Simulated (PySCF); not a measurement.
## Carbon: a sound run and one with changed settings

Sound run: C⁺ [He] 2s2 2p1, C²⁺ [He] 2s2. Computed with PySCF 2.14 in def2-SVP (3s2p1d, 14 functions), with no relativity, point nucleus. The sound run starts from symmetry-adapted Hartree-Fock orbitals and uses a fine grid where one is needed.

Changed run: 26 angular points. This setting is unsound on purpose.

| species | method | sound run (hartree) | changed run (hartree) | converged |
| --- | --- | --- | --- | --- |
| C⁺ | UHF | -37.24419 | -37.24419 | yes |
| C⁺ | PBE | -37.32575 | -37.32521 | yes |
| C⁺ | LDA | -36.99066 | -36.99087 | yes |
| C²⁺ | UHF | -36.35086 | -36.35086 | yes |
| C²⁺ | PBE | -36.40692 | -36.40692 | yes |
| C²⁺ | LDA | -36.07592 | -36.07592 | yes |

Ionisation energy of C⁺:

```json
{"method": "UHF", "sound run (eV)": "24.309", "changed run (eV)": "24.309"}
{"method": "PBE", "sound run (eV)": "25.002", "changed run (eV)": "24.988"}
{"method": "LDA", "sound run (eV)": "24.891", "changed run (eV)": "24.897"}
```

A coarse angular grid integrates products of high-l functions wrongly, so density functionals can shift, and the SCF can exploit the error; Hartree-Fock and MP2 need no grid.

For comparison, NIST gives 24.383 eV between the lowest levels.
